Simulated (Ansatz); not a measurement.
Relaxation of BBrFH4N (8 atoms, charge 0, multiplicity 1), to a largest force component of 0.03 eV/Å in at most 50 steps.

Computed with RKS PBE0-D4/def2-SVP in Ansatz 0.2.0.

```xyz
8
Properties=species:S:1:pos:R:3:forces:R:3
B 0.017 -0.137 0.278 0.12 -0.47 2.22
N 0.057 -0.323 1.742 -0.13 0.45 -2.28
H -0.768 -0.620 2.246 0.00 0.01 0.03
H 0.927 -0.425 2.250 0.02 0.00 -0.02
F 1.162 0.036 -0.365 -0.02 -0.01 0.01
H -1.031 -0.158 -0.315 0.01 -0.02 0.00
Br -0.415 3.062 0.637 0.10 -0.91 0.95
H -0.279 1.899 1.577 -0.10 0.96 -0.91
```

Problem. Where does it end, and by what steps?

Solution. The run converged. The force dipped under the threshold on the way, but the program's further checks kept it going. After 12 steps the energy has fallen by 0.237 eV; Br7 moved furthest, 0.86 Å.

```json
{"step": "0", "energy less start (eV)": "0.0000", "largest force component (eV/Å)": "2.281", "accepted": "yes"}
{"step": "1", "energy less start (eV)": "-0.1246", "largest force component (eV/Å)": "1.507", "accepted": "yes"}
{"step": "2", "energy less start (eV)": "-0.1801", "largest force component (eV/Å)": "0.776", "accepted": "yes"}
{"step": "3", "energy less start (eV)": "-0.2043", "largest force component (eV/Å)": "0.299", "accepted": "yes"}
{"step": "4", "energy less start (eV)": "-0.2136", "largest force component (eV/Å)": "0.530", "accepted": "yes"}
{"step": "5", "energy less start (eV)": "-0.2198", "largest force component (eV/Å)": "0.570", "accepted": "yes"}
{"step": "6", "energy less start (eV)": "-0.2299", "largest force component (eV/Å)": "0.146", "accepted": "yes"}
{"step": "7", "energy less start (eV)": "-0.2320", "largest force component (eV/Å)": "0.055", "accepted": "yes"}
{"step": "8", "energy less start (eV)": "-0.2317", "largest force component (eV/Å)": "0.120", "accepted": "no"}
{"step": "9", "energy less start (eV)": "-0.2339", "largest force component (eV/Å)": "0.021", "accepted": "yes"}
{"step": "10", "energy less start (eV)": "-0.2357", "largest force component (eV/Å)": "0.062", "accepted": "yes"}
{"step": "11", "energy less start (eV)": "-0.2364", "largest force component (eV/Å)": "0.035", "accepted": "yes"}
{"step": "12", "energy less start (eV)": "-0.2367", "largest force component (eV/Å)": "0.029", "accepted": "yes"}
```

```xyz
8
Properties=species:S:1:pos:R:3
B 0.057 -0.420 0.198
N 0.033 -0.125 1.572
H -0.812 -0.216 2.120
H 0.883 -0.072 2.124
F 1.229 -0.465 -0.429
H -0.961 -0.615 -0.419
Br -0.506 3.333 1.453
H -0.254 1.914 1.432
```

Run time: 31 s on 2 threads of Arm Neoverse V1, on a shared host, peak memory 0.2 GiB.
